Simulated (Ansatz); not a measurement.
Ansatz (a first-principles code) input (CCSD(T)/cc-pwCVTZ):
A basis named .json is the Basis Set Exchange file of that set.

Ansatz 0.2 input:
```yaml
crystal:
  periodic: [false, false, false]
  atoms:
    - {symbol: B, position_ang: [-0.44724455, -0.28636608, -0.00923823]}
    - {symbol: O, position_ang: [-0.62355583, 1.04373518, 0.11723837]}
    - {symbol: O, position_ang: [0.69042876, -1.00091713, -0.11585705]}
    - {symbol: H, position_ang: [0.17630645, 1.59392170, 0.13719066]}
    - {symbol: H, position_ang: [1.52493286, -0.50463571, -0.10205006]}
basis:
  gaussian:
    orbitals: cc-pwCVTZ.json
magnetization: {spin_polarized: true, initial_magnetization: 1}
correlation: {method: ccsd_t, electrons: outside_noble_gas}
```

End of the output:

```
integrals: 0.66 GiB planned
946 factors; integrals over basis functions are off by at most 1.0e-3 eV
mean field: 0.41 GiB planned
mean field evaluation 1: about -4776.8828 eV, gradient 3.0e1 eV
mean field evaluation 2: about -4776.8857 eV, gradient 3.0e1 eV
mean field evaluation 4: about -4780.5550 eV, gradient 2.8e0 eV
mean field evaluation 8: about -4780.6839 eV, gradient 1.3e-1 eV
mean field evaluation 16: about -4780.6642 eV, gradient 9.4e-1 eV
mean field -4780.68424090 eV, -175.6869053889 hartree, gradient 3.7e-6 eV, S^2 0.753186; 0 other end points of the search recorded, 0 dependent functions left out
3 core orbitals not correlated
reference -4780.68424090 eV, -175.6869053889 hartree; 9, 8 occupied and 145, 146 virtual orbitals, 946 factors
second order -15.43458517 eV of doubles, -0.00000000 eV of singles
coupled cluster: 1.52 GiB planned
cycle   1  -15.21509117 eV  change    2.2e-1 eV  update   7.8e-2
cycle   2  -15.55176314 eV  change   -3.4e-1 eV  update   2.3e-2
cycle   3  -15.63083948 eV  change   -7.9e-2 eV  update   1.3e-2
cycle   4  -15.61810095 eV  change    1.3e-2 eV  update   3.9e-3
cycle   5  -15.61737390 eV  change    7.3e-4 eV  update   1.9e-3
cycle   6  -15.61754748 eV  change   -1.7e-4 eV  update   6.1e-4
cycle   7  -15.61748264 eV  change    6.5e-5 eV  update   2.3e-4
cycle   8  -15.61754015 eV  change   -5.8e-5 eV  update   8.8e-5
cycle   9  -15.61753377 eV  change    6.4e-6 eV  update   2.8e-5
cycle  10  -15.61752277 eV  change    1.1e-5 eV  update   8.8e-6
perturbative correction -0.58285633 eV, -0.0214195750 hartree
Total energy: -4796.88462000 eV, -176.2822583398 hartree
```

It need not be the lowest isomer of its formula.
